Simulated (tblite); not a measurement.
Isomers of C6H12OSi. Computed with GFN2-xTB (tblite): harmonic, unscaled wavenumbers at the GFN2-xTB geometry, gas phase. Against measured fundamentals such values can be off by several per cent, at times by over 20. Modes of hydrogen on silicon can be 10 to 20 % off. One conformer each.

Electronic energies: GFN2-xTB at the same geometries; isomer energies are rough at this level and their order can be wrong.

```
                    SMILES  electronic energy, lowest = 0 (kJ/mol)
C=C[C@@]1(CO)[SiH2][C@H]1C                                   262.6
      [SiH3]C[C@H]1C=COCC1                                    69.9
         C1CC1OC1C[SiH2]C1                                   177.3
           CCO[SiH]1CC=CC1                                     0.0
```

Task: How do GFN2-xTB zero-point energies change the relative energies?

Result: 
```tsv
SMILES	ZPE (kJ/mol)	of it from modes above 1550 cm⁻¹	electronic (kJ/mol)	with ZPE, lowest = 0 (kJ/mol)	lowest mode (cm⁻¹)	rings
CCO[SiH]1CC=CC1	431.6	220.6	0.0	0.0	21	1
[SiH3]C[C@H]1C=COCC1	423.2	211.2	69.9	61.6	64	1
C1CC1OC1C[SiH2]C1	426.0	208.0	177.3	171.7	34	2
C=C[C@@]1(CO)[SiH2][C@H]1C	422.1	222.2	262.6	253.1	61	1
```

The zero-point energies span 9.5 kJ/mol, from `C=C[C@@]1(CO)[SiH2][C@H]1C` to `CCO[SiH]1CC=CC1`. The order is unchanged.

Task: What do entropy and thermal enthalpy add at 298.15 K and 1 bar (rigid rotor, harmonic oscillator, one conformer each)?

Result: 
```csv
SMILES,point group,symmetry number,S (J/(mol K)),H − H(0) (kJ/mol),ZPE + H − H(0) − TS (kJ/mol)
[SiH3]C[C@H]1C=COCC1,C1,1,390.4,26.51,333.3
C1CC1OC1C[SiH2]C1,C1,1,398.3,26.63,333.9
C=C[C@@]1(CO)[SiH2][C@H]1C,C1,1,409.0,30.03,330.2
```

Not tabulated: `CCO[SiH]1CC=CC1` (lowest mode only 21 cm⁻¹).
